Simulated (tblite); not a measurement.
C6H10N (doublet state).
Atom-mapped SMILES: `[CH3:1][C@H:2]([NH2:3])/[CH:4]=[C:5]1\[CH:6][CH2:7]1` (hydrogens: H8, H9, H10 on C1; H11 on C2; H12, H13 on N3; H14 on C4; H15 on C6; H16, H17 on C7)

Computed geometry: GFN2-xTB, gas phase. This method treats the open shell by occupation alone, without spin polarisation.

List the bond lengths, angles and torsions at this level.

```tsv
bond	length (Å)	order
C1–C2	1.523	single
C2–N3	1.467	single
C2–C4	1.503	single
C4=C5	1.349	double
C5–C6	1.354	single
C6–C7	1.480	single
C5–C7	1.500	single
C1–H8, C1–H9, C1–H10	1.086	single
C2–H11	1.099	single
N3–H12, N3–H13	1.015	single
C4–H14	1.083	single
C6–H15	1.060	single
C7–H16	1.086	single
C7–H17	1.087	single
```

Bonds in one row agree within 0.01 Å and their mean is given. Orders are formal, as drawn. A selection of angles:
```tsv
angle	degrees
C2–C1–H8	110.4
H8–C1–H9	109.4
C1–C2–N3	108.5
C1–C2–C4	113.4
C1–C2–H11	109.3
N3–C2–C4	110.5
N3–C2–H11	106.0
C4–C2–H11	108.9
C2–N3–H12	110.5
C2–N3–H13	109.6
H12–N3–H13	107.8
C2–C4–C5	125.0
C2–C4–H14	115.9
C5–C4–H14	118.9
C4–C5–C6	152.9
C4–C5–C7	144.8
C6–C5–C7	62.2
C5–C6–C7	63.7
C5–C6–H15	151.1
C7–C6–H15	145.1
C6–C7–H16	119.6
C6–C7–H17	119.8
C5–C7–C6	54.0
C5–C7–H16	119.3
C5–C7–H17	120.0
H16–C7–H17	112.5
```

Torsions: C1–C2–C4–C5 16° (synperiplanar); C2–C4–C5–C6 -6° (synperiplanar); C4–C5–C6–C7 -178° (antiperiplanar); C4–C5–C7–C6 178° (antiperiplanar).

N3 (nitrogen bonded to C and 2 H) is pyramidal (angles 110.5°, 109.6° and 107.8°, sum 327.9°, 0.38 Å off the plane of its three neighbours). C5 (carbon bonded to 3 C) has angles 152.9°, 144.8° and 62.2°, sum 360.0°, 0.01 Å off the plane of its three neighbours. The C–C distances run from 1.349 Å (C4=C5, drawn double in one of several resonance forms) to 1.523 Å (C1–C2, drawn single), a spread of 0.174 Å. C4 (carbon bonded to 2 C and H) is planar (angles 125.0°, 118.9° and 115.9°, sum 359.8°, 0.04 Å off the plane of its three neighbours). Of the pairs four or more bonds apart, C5···H10 is among the closest relative to their van der Waals radii: 2.79 Å, 96 % of the sum of Bondi's values. The 3-membered ring C5–C6–C7 has internal angles of 54.0° to 63.7°. C6 (carbon bonded to 2 C and H) has angles 151.1°, 145.1° and 63.7°, sum 359.9°, 0.02 Å off the plane of its three neighbours.

Point group: C1 (no symmetry element, even within 0.4 Å). Its GFN2-xTB frequencies are all real (lowest 32 cm⁻¹). Torsions: C1–C2–N3–H 178° and -63°, C1–C2–C4–C5 16°.

On an Arm Neoverse V1 with one thread (shared host), this took 0.67 s of wall time. These figures are those of the optimisation.

One conformer stands for the species.
